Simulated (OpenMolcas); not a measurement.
**AlGeH4Cl (SMILES [Cl][AlH][GeH3]): the dipole moment, rung by rung**

AlGeH4Cl has 7 atoms, charge 0, and is taken as a singlet. As SMILES, `[Cl][AlH][GeH3]`. The shape is that of a PBE0-D4/def2-TZVP optimisation.

```xyz
7

Cl   -2.4993   -1.5272   -0.1269
Al   -0.4254   -1.3147    0.1445
Ge    0.5011    0.9598   -0.0933
H     0.3795   -2.6320    0.4800
H     0.2257    1.5225   -1.4999
H    -0.1440    1.9264    0.9168
H     2.0237    0.9973    0.1331
```

Each level gives the dipole moment (D). The values are calculated.

```json
{"level": "HF/def2-SVP", "kind": "Hartree–Fock", "program": "OpenMolcas", "value (D)": "1.28"}
{"level": "BLYP/def2-SVP", "kind": "GGA", "program": "OpenMolcas", "value (D)": "0.82"}
{"level": "PBE/def2-SVP", "kind": "GGA", "program": "OpenMolcas", "value (D)": "0.92"}
{"level": "revPBE/def2-SVP", "kind": "GGA", "program": "OpenMolcas", "value (D)": "0.93"}
{"level": "M06-L/def2-SVP", "kind": "meta-GGA", "program": "OpenMolcas", "value (D)": "1.21"}
{"level": "TPSS/def2-SVP", "kind": "meta-GGA", "program": "OpenMolcas", "value (D)": "0.97"}
{"level": "B3LYP/def2-SVP", "kind": "global hybrid", "program": "OpenMolcas", "value (D)": "0.98"}
{"level": "M06-2X/def2-SVP", "kind": "hybrid meta-GGA", "program": "OpenMolcas", "value (D)": "1.16"}
```

All-electron rows without a relativistic Hamiltonian named are non-relativistic. The values span 0.82 to 1.28 D. Magnitudes only.
